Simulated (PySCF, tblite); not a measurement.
Isomers of C3H11F2NSi2, one GFN2-xTB conformer each. Single-point energies are computed at PBE0/pcSseg-1 (PySCF, gas phase, no added dispersion term), electronic only.

| SMILES | GFN2-xTB relative energy (kJ/mol) |
| --- | --- |
| CN([SiH3])CC[SiH](F)F | 0.0 |
| CCC[Si@H](N)[SiH](F)F | 34.0 |
| CN([SiH3])C[SiH2]C(F)F | 373.7 |
| CN(C)[SiH2]C(F)(F)[SiH3] | 372.6 |

Conformers: `[CH3:1][N:2]([SiH3:3])[CH2:4][CH2:5][SiH:6]([F:7])[F:8]` with C1–N2–C4–C5 74°, N2–C4–C5–Si6 179°, C4–C5–Si6–F7 172°; `[CH3:1][CH2:2][CH2:3][Si@H:4]([NH2:5])[SiH:6]([F:7])[F:8]` with C1–C2–C3–Si4 -177°, C2–C3–Si4–N5 -64°, C3–Si4–N5–H -171° and 49°, C3–Si4–Si6–F7 179°; `[CH3:1][N:2]([SiH3:3])[CH2:4][SiH2:5][CH:6]([F:7])[F:8]` with C1–N2–C4–Si5 65°, N2–C4–Si5–C6 173°, C4–Si5–C6–F7 58°; `[CH3:1][N:2]([CH3:3])[SiH2:4][C:5]([F:6])([F:7])[SiH3:8]` with C1–N2–Si4–C5 161°, N2–Si4–C5–F6 73°.

Task: What does PBE0/pcSseg-1 give for the same structures?

Result: 
```json
{"SMILES": "CCC[Si@H](N)[SiH](F)F", "PBE0/pcSseg-1 E (Eh)": "-953.81227", "PBE0/pcSseg-1 (kJ/mol)": "0.0", "GFN2-xTB (kJ/mol)": "34.0", "point group": "C1"}
{"SMILES": "CN([SiH3])CC[SiH](F)F", "PBE0/pcSseg-1 E (Eh)": "-953.78612", "PBE0/pcSseg-1 (kJ/mol)": "68.7", "GFN2-xTB (kJ/mol)": "0.0", "point group": "C1"}
{"SMILES": "CN([SiH3])C[SiH2]C(F)F", "PBE0/pcSseg-1 E (Eh)": "-953.63933", "PBE0/pcSseg-1 (kJ/mol)": "454.0", "GFN2-xTB (kJ/mol)": "373.7", "point group": "C1"}
{"SMILES": "CN(C)[SiH2]C(F)(F)[SiH3]", "PBE0/pcSseg-1 E (Eh)": "-953.63920", "PBE0/pcSseg-1 (kJ/mol)": "454.4", "GFN2-xTB (kJ/mol)": "372.6", "point group": "C1"}
```

GFN2-xTB puts CN([SiH3])CC[SiH](F)F lowest instead; measured from each level's own lowest isomer, the values differ by up to 81.8 kJ/mol (CN(C)[SiH2]C(F)(F)[SiH3]: 372.6 against 454.4). As drawn, the lowest has an N–H bond, an Si–F bond and an Si–Si bond, which the highest lacks; the highest has two fluorines on one carbon, which the lowest lacks. Neighbours under 10 kJ/mol apart (CN([SiH3])C[SiH2]C(F)F and CN(C)[SiH2]C(F)(F)[SiH3]) can change places with a better method, another conformer or zero-point energy.

Task: Which frontier levels, dipoles and rotational constants go with these structures?

Result: 
```csv
SMILES,"HOMO (eV, PBE0/pcSseg-1)",LUMO (eV),dipole (D),"A, B, C (MHz)"
CCC[Si@H](N)[SiH](F)F,-7.55,-0.50,3.64,"2639, 613.3, 525.2"
CN([SiH3])CC[SiH](F)F,-6.59,0.44,2.02,"2944, 540.5, 507.8"
CN([SiH3])C[SiH2]C(F)F,-6.29,0.13,2.08,"2602, 623.6, 566.8"
CN(C)[SiH2]C(F)(F)[SiH3],-6.66,0.34,2.83,"2030, 876.3, 805.0"
```

Task: What happens when harmonic zero-point energies from GFN2-xTB frequencies are added?

Result: 
| SMILES | ZPE (kJ/mol) | electronic (kJ/mol) | with ZPE (kJ/mol) |
| --- | --- | --- | --- |
| CCC[Si@H](N)[SiH](F)F | 371.3 | 0.0 | 0.0 |
| CN([SiH3])CC[SiH](F)F | 359.5 | 68.7 | 56.8 |
| CN([SiH3])C[SiH2]C(F)F | 346.7 | 454.0 | 429.4 |
| CN(C)[SiH2]C(F)(F)[SiH3] | 346.0 | 454.4 | 429.1 |

The zero-point energies span 25.3 kJ/mol. The lowest isomer stays, but the order above it changes.
